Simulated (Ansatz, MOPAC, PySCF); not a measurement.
Dimer: NH3 (SMILES N) (first 4 atoms) with H2S (SMILES S); geometry from B3LYP-D3(BJ)/def2-TZVP, rigid monomers moved along the line of their centres of mass till N1···H7 is 3.87 Å.
(charge 0, multiplicity 1):
```xyz
7

N      0.00620     0.16352     0.32505
H     -0.77721    -0.46071     0.17009
H     -0.19303     1.03169    -0.15879
H      0.82113    -0.25261    -0.11111
S      0.97416     1.11748     5.37476
H      0.00290     0.30763     5.82470
H      0.69604     0.84817     4.07339
```

Monomers are frozen at their geometry in the pair; levels with a basis set take the counterpoise correction. Rows marked so take none.

Frozen-core correlation. Rows in 6-311+G**, 6-31G* carry no dispersion term and start afresh at each structure (6-31G* with six Cartesian d functions). The state that AM1 reach isn't checked.

Run with Ansatz (Gaussian orbitals); MOPAC for AM1 (differences of heats of formation); PySCF for 6-311+G** rows, 6-31G* rows. Values without a source in brackets are computed.

| level | interaction energy (meV) |
|---|---|
| AM1 | -31.4 |
| HF/aug-cc-pV(D+d)Z | -36.2 |
| HF/aug-cc-pV(T+d)Z | -35.2 |
| r2SCAN/def2-TZVPPD | -36.3 |
| B3LYP/6-31G* (no counterpoise) | -47.2 |
| B3LYP/6-311+G** (no counterpoise) | -42.3 |
| SCS-MP2/aug-cc-pV(D+d)Z | -39.1 |
| CCSD/aug-cc-pV(D+d)Z | -38.9 |
| CCSD(T)/aug-cc-pV(T+d)Z | [?] |

Question: Complete the blanks.

Answer: 
- CCSD(T)/aug-cc-pV(T+d)Z, interaction energy (meV): -40.1

Ansatz is an electronic-structure program.
